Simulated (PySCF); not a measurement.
Species: C3H3IN2.
SMILES: `Ic1cn[nH]c1`

Method: PBE0-D3(BJ)/def2-SVP geometry optimisation, gas phase, def2 core potentials past Kr in PySCF.

Masses are those of the commonest isotopes; rigid-rotor values at the optimised geometry. 

Question: What are A, B and C (MHz)?

Answer: Ia = 52.74, Ib = 531.09, Ic = 583.83 u·Å²; 505379 MHz·u·Å²/I gives A = 9582, B = 951.6, C = 865.6 MHz.

Question: What kind of rotor is it?

Answer: A near-prolate asymmetric top: κ = (2 × 951.6 − 9582 − 865.6)/(9582 − 865.6) = -0.98.

Question: What does the inertial defect say?

Answer: Planar: Δ = Ic − Ia − Ib = 0.00 u·Å². For a rigid frame Δ = −2 Σ m c², so it vanishes when all atoms lie in the ab plane; here none is more than 0.01 Å from it.

Question: Which lines would a microwave search look for?

Answer: The dipole components are |μa| = 0.97 D, |μb| = 2.27 D, |μc| = 0.00 D; the mirror of this Cs structure is the ab plane, so μc vanishes by symmetry and there are no c-type lines. Intensities carry the squares of the components, which stand as 0.18 : 1.00 (a : b). Some lines, for components of 0.1 D or more:

```tsv
type	branch	J(Ka,Kc)	MHz	lower level (cm⁻¹)
a	R	3(2,2) ← 2(2,1)	5452	1.339
b	Q	1(1,0) ← 1(0,1)	8716	0.061
b	Q	3(1,2) ← 3(0,3)	8934	0.364
a	R	5(1,4) ← 4(1,3)	9298	0.910
b	R	2(1,2) ← 1(0,1)	12179	0.061
b	Q	5(2,3) ← 5(1,4)	25401	1.220
b	Q	2(2,0) ← 2(1,1)	25892	0.475
b	R	3(2,2) ← 2(1,1)	31343	0.475
b	R	3(3,1) ← 2(2,0)	48819	1.339
b	R	4(3,1) ← 3(2,2)	50638	1.521
b	Q	4(4,1) ← 4(3,2)	60713	3.210
b	R	5(5,1) ← 4(4,0)	87148	5.235
```

PBE0-D3(BJ)/def2-SVP frequencies: not computed here. Zero-point vibration and centrifugal distortion are left out. Quadrupole hyperfine structure (14N, 127I) is left out.
